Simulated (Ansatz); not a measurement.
Be₅⁻, relaxed as a doublet with UKS PBE0/def2-TZVPD in Ansatz, starting from packed atoms. Force threshold 0.02 eV/Å.

The relaxation made no stability test and no search for a lower SCF solution. The structure comes from a short search, and lower isomers may exist.

Start:

```xyz
5

Be   -0.7054    0.7747    0.8416
Be   -0.7925    0.5783   -1.1213
Be   -0.6652   -0.8724    0.0797
Be    1.0991   -0.2649    0.9928
Be    1.0639   -0.2156   -0.7928
```

**Question.** Estimate the energy that the relaxation releases and the steps that it takes.

**Answer.** 52.1 kJ/mol, in 7 steps; 7 s on 4 threads of Arm Neoverse V1 on a shared host. No frequencies were taken in this run, so the end may be a saddle point.

**Question.** Does the start keep its bonding?

**Answer.** Bonds formed: Be1–Be5 (atoms count from 1). The end is the same structure that another start reached.

**Question.** Predict the relaxed structure.

**Answer.** 
| atom | x (Å) | y (Å) | z (Å) |
| --- | --- | --- | --- |
| Be1 | -0.4661 | 0.8733 | 0.7250 |
| Be2 | -0.9195 | 0.5803 | -1.2197 |
| Be3 | -0.5978 | -1.0269 | 0.0756 |
| Be4 | 1.0369 | -0.3859 | 1.2013 |
| Be5 | 0.9465 | -0.0408 | -0.7822 |
Bond lengths (bridged metal pairs left out): 9 × Be–Be 2.01 to 2.26 Å.
